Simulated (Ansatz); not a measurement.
`CB(O)[SeH]` + HBr → `CB(O)Br` + H₂Se at 700 K and 1 bar (ligand exchange at a B–Se bond).

Computed with Ansatz on PBE0-D4/def2-TZVP structures; ΔE is electronic, products minus reactants. CCSD(T)/CBS adds triple-zeta CCSD(T) − MP2 to the extrapolated MP2 energy (def2 sets, frozen cores). For Br, Se outer-core shells are correlated without core-valence functions, which leaves a few kJ/mol of doubt a bond. Scalar relativity is left out up to krypton. One conformer a species, not always the lowest.

```csv
species,CCSD(T)/CBS energy (Eh),H − E (kJ/mol),S (J/(mol·K))
`CB(O)[SeH]`,-2541.82476,234.5,429.5
HBr,-2573.91920,36.5,223.7
`CB(O)Br`,-2713.85644,207.4,403.6
H₂Se,-2401.89790,61.1,251.1
```

H − E and S are ideal-gas, rigid-rotor, harmonic terms from PBE0-D4/def2-TZVP, for one conformer and one mirror image of each species. 1 Eh = 2625.50 kJ/mol, R = 8.31446 J/(mol·K).

Task: By hand: ΔE, ΔH, ΔS and ΔG.

Result: ΔE = (-2713.85644) + (-2401.89790) − (-2541.82476) − (-2573.91920) = -0.01038 Eh = -27.3 kJ/mol. Δ(H − E) = 207.4 + 61.1 − 234.5 − 36.5 = -2.5, so ΔH = -29.8 kJ/mol. ΔS = 403.6 + 251.1 − 429.5 − 223.7 = 1.5 J/(mol·K). ΔG = -29.8 − 700 × (1.5)/1000 = -30.9 kJ/mol.

Task: By hand: the equilibrium constant, and the temperature at which ΔG would vanish if ΔH and ΔS stayed fixed.

Result: log₁₀ K = −ΔG/(RT ln 10) = 2.3. ΔH and −TΔS have one sign here, so there is no such temperature. One of them is within its doubt of zero, so this could turn.

The number of gas molecules stays the same, so ΔS is small and ΔH decides. A doubt of 5 kJ/mol in ΔE shifts log₁₀ K by 0.4 here. Other conformers and mirror images would add mixing entropy, several J/(mol·K) or more a flexible species. Modes under 60 cm⁻¹, often nearly free rotors, make the harmonic entropy too high. These are equilibria of isolated gas molecules and say nothing of rates. Largest T1 diagnostic: 0.011 (customary marks: 0.02 for closed shells, 0.045 for open ones).
